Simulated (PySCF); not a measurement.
# Two-component Hartree-Fock for Ag(2+) (silver, charge +2)

Start: [Kr] 4d9; 4d3/2 filled at m_j = -3/2, -1/2, +1/2, +3/2; 4d5/2 filled at m_j = -3/2, -1/2, +1/2, +3/2, +5/2. Calculated with PySCF 2.14 in x2c-TZVPall-2c with one added diffuse shell each of s, p, d type (9s10p8d1f, 86 functions): generalised Hartree-Fock with the X2C-1e Hamiltonian and a Gaussian nucleus; one run each with spin-orbit coupling (SO) switched off, then screened by Boettger's factors. This is a chosen level, not necessarily the ground level.

```tsv
spinor shell	electrons	ε, spin-free (eV)	ε, screened SO (eV)	weight of nominal j (screened SO)	rms radius, screened SO (bohr)
1s1/2	2	-25668.6	-25666.6	1.000	0.0357
2s1/2	2	-3885.0	-3884.4	1.000	0.146
2p1/2	2	-3480.1	-3601.6	1.000	0.127
2p3/2	4	-3480.1	-3424.1	1.000	0.131
3s1/2	2	-767.85	-767.67	1.000	0.392
3p1/2	2	-631.56	-653.74	1.000	0.387
3p3/2	4	-631.56	-621.23	1.000	0.398
3d3/2	4	-417.08	-420.98	0.999	0.374
3d5/2	6	-417.08	-414.29	0.999	0.377
4s1/2	2	-138.88	-138.83	1.000	0.976
4p1/2	2	-97.005	-101.46	0.986	1.05
4p3/2	4	-97.005	-94.883	0.993	1.08
4d3/2	4	-36.141	-36.784	0.907	1.40
4d5/2	5	-36.141	-35.638	0.926	1.43
```

```tsv
quantity	spin-free	screened SO
E (hartree)	-5311.37133	-5312.36252
M_J	5/2	5/2
⟨J²⟩	8.757	8.757
⟨L²⟩	6.006	6.020
⟨S²⟩	0.751	0.765
```

Each row is a mean over spinors that exchange with the open shell spreads, by up to 5.484 eV (4p3/2).

Breit and QED terms are absent; they matter most for the inner s and p1/2 levels.

Densities and radii are taken from the X2C orbitals without a picture-change correction, which distorts them close to the nucleus.

Without spin-orbit coupling the j labels of p, d and f shells carry no meaning; the spin-free column gives the mean over the occupied spinors of each nl shell.
